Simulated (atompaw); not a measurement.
# iodine: one change to a PAW (atompaw) potential, before and after

atompaw 4.2.0.5 input, output lines left out:

```
I 53
LDA-PW scalarrelativistic loggrid 1500 logderivrange -3 5 201
5 5 4 0 0 0
5 1 5
0 0 0
c
c
c
c
v
c
c
c
v
c
c
2
1.50 1.30 1.30 1.05
y
0.35
n
y
0.05
n
y
0.45
y
1.8
n
custom polynom2 7 10 vanderbiltortho sinc
3 1 vpsmatchnc
1.45
1.50
1.50
1.50
1.40
1.40
```

Change: all radii scaled by about 0.91 (s 1.32, p 1.36, d 1.26 bohr); local potential vpsmatchnc scheme with l = 3 at 1 Ry, radius 1.18 bohr; augmentation sinc compensation charge, radius 1.18 bohr; PAW radius 1.36 bohr; waves and projectors: custom polynom2 7 10 vanderbiltortho; core correction smooth core density matched at 0.94 bohr.

Cutoffs: the cutoffs (Ry, on a coarse ladder) from which the occupation-weighted sum of valence levels, in a spherical-Bessel basis at the reference potential, stays within 10 and 1 mRy of its value at 400 Ry; they do not see the model core or the augmentation charge, which bear on the density cutoff.

Task: What does the change do?

Result: The potential gets harder (25 Ry and 140 Ry → 40 Ry and 260 Ry); both files keep a bound ghost (d, p, s). A smaller radius makes the pseudo-wave follow the all-electron one further in, where it bends more sharply, so more plane waves are needed.

| quantity | base | changed |
| --- | --- | --- |
| cutoff, loose | 25 Ry | 40 Ry |
| cutoff, tight | 140 Ry | 260 Ry |
| loose cutoff by channel (10 mRy a level) | s 18 Ry, p 21 Ry | s 21 Ry, p 21 Ry |
| bound ghosts | s, p, d | s, p, d |
| lowest overlap eigenvalue by channel | s 0.04, p 0.46, d 0.77 | s 0.11, p 0.54, d 0.74 |

 A true bound ghost makes a file unfit for plane-wave use even where its test errors are small: the radial tests pick states by their node count and pass the ghost by. The cutoffs see the waves, projectors and local potential, not the compensation charge or the core.
